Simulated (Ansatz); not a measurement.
A nudged elastic band was laid between two geometries of F$_{4}$H$_{3}$OSTa (10 atoms, charge 0, multiplicity 1).

All numbers below come from RKS B3LYP/def2-SVP (Ansatz).

```json
{"movable images": "7", "climbing image": "yes", "spring": "5.0 eV/Å²", "optimiser": "quadratic models (default)", "start path": "through a guess of the saddle point", "force threshold": "0.05 eV/Å", "iteration limit": "60", "end points": "relaxed"}
```

First end point:

```xyz
10
Properties=species:S:1:pos:R:3
Ta -0.037 -0.137 0.089
F 1.778 -0.712 0.185
O -0.294 -0.632 1.895
H -0.324 -0.764 2.844
F 0.470 0.742 -1.520
F -1.448 1.128 0.213
F -0.875 -1.589 -0.730
S 1.325 2.253 1.060
H 1.208 2.079 2.397
H 2.568 1.717 1.027
```

Last end point:

```xyz
10
Properties=species:S:1:pos:R:3
Ta -0.173 0.284 0.205
F 2.071 -0.404 0.308
O -0.336 -0.345 1.971
H -0.191 -0.657 2.867
F 0.423 1.037 -1.429
F -1.906 0.944 0.048
F -0.200 -1.429 -0.575
S 1.242 2.201 1.068
H 1.106 1.966 2.394
H 2.336 0.486 0.603
```

Q: Which bonds break or form, and what moves?

A: Bonds broken: S8–H10. Bonds formed: F2–H10.

Q: What energy profile does the band end with?

A: It converged. The highest image is number 6 of 0 to 8, 87.2 kJ/mol above the first end and 7.4 kJ/mol above the last; the last end lies 79.8 kJ/mol above the first. A vibrational analysis at the climbing image gives one clearly imaginary mode, 572i cm⁻¹: a first-order saddle point. The orbitals stay closed-shell, which can raise the energy where a bond breaks towards radicals; this wasn't checked here.

```csv
image,path coordinate (Å),energy (kJ/mol),S8–H10 (Å),F2–H10 (Å)
0,0.00,0.0,1.35,2.69
1,0.30,0.7,1.35,2.55
2,0.60,4.3,1.35,2.31
3,0.89,13.1,1.36,2.04
4,1.19,30.3,1.37,1.77
5,1.49,62.6,1.46,1.46
6,1.79,87.2,1.68,1.14
7,2.04,81.7,1.92,1.01
8,2.30,79.8,2.09,0.97
```

Q: What is the geometry of the highest image?

A: 
```xyz
10
Properties=species:S:1:pos:R:3
Ta -0.123 0.183 0.168
F 1.964 -0.385 0.309
O -0.353 -0.361 1.953
H -0.296 -0.536 2.896
F 0.434 1.030 -1.431
F -1.817 0.955 0.031
F -0.309 -1.500 -0.630
S 1.410 2.139 1.079
H 1.319 1.879 2.404
H 2.143 0.680 0.680
```

Q: What are the harmonic wavenumbers there?

A: 572i, 72, 133, 147, 172, 187, 203, 241, 263, 268, 381, 408, 439, 476, 621, 648, 670, 704, 755, 761, 1113, 1414, 2677, 3943 cm⁻¹.

The band took 26 iterations and of the order of 40 core-minutes.

Time of the run: 9.7 min on 4 threads of Arm Neoverse V1 (shared host), peak memory 0.42 GiB.
